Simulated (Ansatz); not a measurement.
HgI₂. Charge 0, multiplicity 1. Geometry PBE-D4/def2-TZVP; atoms count from 1.

```xyz
3

Hg    0.0000    0.0000    0.0000
I    -0.0145   -1.2789   -2.2663
I     0.0145    1.2789    2.2663
```

In the def2 sets Hg, I take a core potential; there is no spin–orbit coupling.

Question: Estimate the Mulliken populations from the PBE0/def2-TZVP orbitals of Ansatz.

Answer: 
```
atom  charge (e)  d electrons
 Hg1        0.53         9.92
  I2       -0.27            –
  I3       -0.27            –
```
Mulliken values depend strongly on the basis.

Question: And the Mayer bond orders between heavy atoms (over 0.3)?

Answer: Hg1–I2 0.96 (2.60 Å); Hg1–I3 0.96 (2.60 Å).
